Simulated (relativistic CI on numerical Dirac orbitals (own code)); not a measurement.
Method of calculation: Dirac-Coulomb-Breit CI, orbitals from a KLI potential per configuration, a model potential for QED, unscaled Slater integrals (own radial code, finite nucleus).

The strongest absorption lines from the ground level of an ion, among the configurations computed and to levels below about 247 eV (vacuum wavelength in nm, gf): 10.472 (0.25), 11.497 (2.6), 11.651 (0.27), 12.074 (0.023), 12.537 (0.72), 14.367 (5.2), 18.209 (1.7), 22.060 (0.00032).

Task: Which ion is it?
A. Bi15+
B. Re7+
C. Au11+
D. Ir9+

Result: C. Au11+ has 68 electrons and the ground level 4f14 5s2 5p6 1S_0; the strongest line goes to 4f14 5s2 5p5 5d 1P°_1. The pattern of lines fixes the number of electrons, and along that sequence the line energies rise steadily with the charge (about as its square where n changes within one kind of shell, about linearly where n is kept but much faster in heavy ions where fine structure, which grows about as Z⁴, sets the gap, and irregularly where shells cross), which fixes Z. Configurations outside the model, such as inner-shell arrays, can give stronger lines. At this charge energies of transitions that change n are usually good to better than 1 %, and those within a shell (Δn = 0) to a few per cent. Levels and lines within the n = 5 or 6 shells can be off by up to 10 % or somewhat more, and those that change n by about 2 %, since core polarisation is missing.

LS names give the leading component of a level, which can be under half, so a name can repeat, a term be missing and a line seem to break the LS rules.
